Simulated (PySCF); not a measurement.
A calculated (B3LYP, PySCF 2.14, 6-31G*, no relativity, point nucleus) atom or ion has these occupied shells.

```json
{"shell": "1s", "electrons": "2", "orbital energy (eV)": "-1534.4", "rms radius, mean of both spins (bohr)": "0.140"}
{"shell": "2s", "electrons": "2", "orbital energy (eV)": "-121.61", "rms radius, mean of both spins (bohr)": "0.682"}
{"shell": "2p", "electrons": "6", "orbital energy (eV)": "-82.204", "rms radius, mean of both spins (bohr)": "0.678"}
{"shell": "3s", "electrons": "2", "orbital energy (eV)": "-15.645", "rms radius, mean of both spins (bohr)": "2.57"}
```

Q: Name the element and its charge.

A: Al⁺ (aluminium, charge +1), in [Ne] 3s2, closed-shell 1S.
